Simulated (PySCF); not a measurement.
A GIAO shielding run with PySCF (density fitting, non-relativistic, gas phase) on `[SiH3][C@H]1C=C[P@H](=S)C=C1`, C$_{5}$H$_{9}$PSSi:

```
{"job": {"kind": "nmr", "xc": "PBE0", "basis": "pcSseg-1"}, "charge": 0, "multiplicity": 1}
Si     2.052095     0.054430     0.786933
C      0.893141     0.065971    -0.767682
C      0.152672    -1.213881    -0.788587
C     -1.020366    -1.430110    -0.196837
P     -1.949248    -0.100140     0.576917
S     -3.867334    -0.170088     0.360426
C     -1.133498     1.355091    -0.092010
C      0.051191     1.279517    -0.695164
H      2.819311     1.297598     0.754379
H      1.207947    -0.025568     1.973950
H      2.918474    -1.115648     0.662644
H      1.543216     0.125303    -1.644210
H      0.642554    -2.025256    -1.313030
H     -1.539930    -2.376109    -0.280998
H     -1.521079    -0.133019     1.916507
H     -1.728389     2.259444    -0.106507
H      0.472247     2.164495    -1.156641
```

Hardware: 1 thread of an x86-64 server CPU, shared host. The job also computes population analyses, field gradients, ring-centre shieldings.

Problem. How large is the calculation?

Solution. 84 electrons, 202 basis functions and 1116 auxiliary functions.

Problem. How long does it take?

Solution. 30 s of wall time, with 14 SCF cycles and 5 response iterations. Times on a shared host scatter by some tens of per cent.
